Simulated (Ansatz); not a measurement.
SnHMe2(NMe2) (C₄H₁₃NSn), relaxed as a singlet with RKS PBE-D4/def2-SVP in Ansatz, starting from the GFN2-xTB geometry. Force threshold 0.02 eV/Å.

In the def2 sets Sn takes a core potential; there is no spin–orbit coupling. Another isomer (singlet) lies 0.19 eV lower at PBE0-D4/def2-TZVP; other spin states weren't run for this one.

Start:

Cartesian coordinates in Å:
```
C -2.496 0.168 -0.180
C 0.051 1.858 1.815
C 1.209 -0.917 -1.810
C 1.233 -1.471 0.494
N 1.063 -0.412 -0.468
Sn -0.439 0.965 -0.109
H -0.182 2.068 -1.373
H -3.207 0.971 -0.029
H -2.619 -0.567 0.609
H -2.691 -0.302 -1.137
H -0.287 1.222 2.626
H -0.434 2.823 1.908
H 1.123 1.994 1.896
H 2.224 -1.303 -1.931
H 1.061 -0.111 -2.525
H 0.508 -1.730 -2.039
H 1.127 -1.079 1.504
H 0.517 -2.293 0.356
H 2.239 -1.885 0.392
```

```json
{"step": "1", "energy (eV)": "-11668.5075", "largest force component (eV/Å)": "0.954", "SCF passes": "21"}
{"step": "2", "energy (eV)": "-11668.6403", "largest force component (eV/Å)": "0.410", "SCF passes": "19"}
{"step": "3", "energy (eV)": "-11668.6653", "largest force component (eV/Å)": "0.248", "SCF passes": "20"}
{"step": "4 (rejected)", "energy (eV)": "-11668.6614", "largest force component (eV/Å)": "0.200", "SCF passes": "21"}
{"step": "5", "energy (eV)": "-11668.6711", "largest force component (eV/Å)": "0.056", "SCF passes": "21"}
{"step": "6", "energy (eV)": "-11668.6715", "largest force component (eV/Å)": "0.014", "SCF passes": "22"}
```

Force components are those of the run's own axes.

End:

```xyz
19

C    -2.446    0.182   -0.174
C     0.029    1.832    1.816
C     1.190   -0.928   -1.833
C     1.224   -1.446    0.524
N     1.032   -0.428   -0.485
Sn   -0.429    1.012   -0.137
H    -0.200    2.155   -1.424
H    -3.189    0.986   -0.006
H    -2.550   -0.578    0.625
H    -2.645   -0.294   -1.153
H    -0.307    1.139    2.612
H    -0.483    2.804    1.949
H     1.122    1.984    1.901
H     2.215   -1.350   -1.977
H     1.071   -0.111   -2.575
H     0.473   -1.746   -2.116
H     1.137   -1.016    1.544
H     0.506   -2.308    0.461
H     2.248   -1.888    0.447
```

By distances, no bond broke or formed. The bond that changes most is Sn6–H7, from 1.70 to 1.74 Å (atoms count from 1).

No frequencies were taken in this run, so the end may be a saddle point.

Hardware: 4 threads of Arm Neoverse V2 on a shared host. Wall time 9.5 s.
